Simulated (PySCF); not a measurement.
**Electron correlation in Sc (scandium, neutral)**

[Ar] 3d1 4s2, 2D determinant. All numbers are calculated (PySCF 2.14, scalar relativity by spin-free X2C-1e, in x2c-QZVPPall (11s7p5d3f2g, 96 functions)). Frozen: [Ne]; 11 electrons correlated.

| level | correlation energy (mhartree) |
| --- | --- |
| CCSD | -305.60 |
| (T) | -10.49 |
| CCSD(T) | -316.09 |

Diagnostics: T1 = 0.022, D1 = 0.0757, largest double amplitude 0.081.

**Question.** Is a single reference adequate?

**Answer.** Mostly. T1 lies below 0.03, but a double amplitude of this size points to a near-degeneracy that CCSD handles and MP2 describes poorly.

This basis was not built for core-valence correlation, so the inner-shell part is incomplete.
